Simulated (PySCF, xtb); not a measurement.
Sn(H)2(Br)(vinyl) (C₂H₅BrSn), SMILES C=[CH][SnH2][Br].

GFN2-xTB (xtb 6.7.1) at its own geometry gives an orbital gap of 4.11 eV and a dipole moment of 5.69 D.

The structure is a stationary point at r2SCAN-D4/def2-SVP. The structure was generated by enumeration; whether it is a known compound was not checked. The def2 effective core potentials stand for the cores of Sn; spin–orbit coupling is left out. One conformer was computed; it need not be the lowest.

**Question.** What does PBE/def2-TZVP (PySCF) give? (An estimate is asked for; the answer gives what the named calculation found.)

**Answer.** gap 4.56 eV (levels -6.68 and -2.12 eV), dipole 2.83 D.
